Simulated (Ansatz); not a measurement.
```yaml
crystal:
  periodic: [false, false, false]
  atoms:
    - {symbol: C, position_ang: [0.796165, -1.383144, -0.064367]}
    - {symbol: O, position_ang: [0.009449, -0.319909, -0.554172]}
    - {symbol: W, position_ang: [-0.794070, 1.263690, -0.085917]}
    - {symbol: O, position_ang: [-2.476765, 1.051327, -0.138800]}
    - {symbol: F, position_ang: [-0.291626, 2.635009, -1.233365]}
    - {symbol: S, position_ang: [-0.233140, 1.723367, 1.918181]}
    - {symbol: H, position_ang: [1.270935, -1.096921, 0.876767]}
    - {symbol: H, position_ang: [1.559337, -1.617118, -0.808524]}
    - {symbol: H, position_ang: [0.159717, -2.256291, 0.090199]}
basis:
  gaussian: {orbitals: def2-mTZVP, fitting: {mean_field: def2-universal-jkfit}}
total_charge: 1
magnetization: {spin_polarized: true, initial_magnetization: 1}
hamiltonian: {xc: {name: PBEsol}, dispersion: d3bj}
output: {forces: true}
```

```sh
$ ansatz run in.yaml --threads 2 --pin off --events-out ev --progress --plain --max-ram 32768MiB --backend cpu
```

It prints (some lines left out):

```
Functional definition: PBEsol
715 factors; integrals over basis functions are off by at most 1.6e0 eV
mean field evaluation 1: about -20467.9172 eV, gradient 9.2e1 eV
mean field evaluation 2: about -20078.6589 eV, gradient 2.6e2 eV
mean field evaluation 4: about -20477.0732 eV, gradient 7.7e1 eV
mean field evaluation 8: about -20498.0990 eV, gradient 1.5e1 eV
mean field evaluation 16: about -20499.1226 eV, gradient 4.5e-3 eV
mean field -20499.12264176 eV, -753.3288622802 hartree, gradient 1.8e-5 eV, S^2 0.757916; 8 other end points of the search recorded, 0 dependent functions left out
reference -20499.12268515 eV, -753.3288638748 hartree; 32, 31 occupied and 121, 122 virtual orbitals, 715 factors
Total energy: -20499.22822047 eV, -753.3327422263 hartree
Atom 0 at     0.796165    -1.383144    -0.064367 Å, force     0.258686    -0.580694     0.044606 eV/Å
Atom 1 at     0.009449    -0.319909    -0.554172 Å, force    -0.538295     1.112194     0.286932 eV/Å
Atom 2 at    -0.794070     1.263690    -0.085917 Å, force     0.880948    -0.406742    -3.610321 eV/Å
Atom 3 at    -2.476765     1.051327    -0.138800 Å, force    -1.002087    -0.137313     0.424499 eV/Å
Atom 4 at    -0.291626     2.635009    -1.233365 Å, force    -0.103064    -0.344703     0.335906 eV/Å
Atom 5 at    -0.233140     1.723367     1.918181 Å, force     0.358473     0.548960     2.502689 eV/Å
Atom 6 at     1.270935    -1.096921     0.876767 Å, force     0.156043     0.089859     0.266178 eV/Å
Atom 7 at     1.559337    -1.617118    -0.808524 Å, force     0.213617    -0.030844    -0.262130 eV/Å
Atom 8 at     0.159717    -2.256291     0.090199 Å, force    -0.224321    -0.250717     0.011641 eV/Å
Dipole moment:     0.595003    -0.589891     0.505391 e Å
```

It took 10 s on 2 threads of an AMD EPYC 7R13 on a shared host, with 0.33 GiB of host memory at the peak.
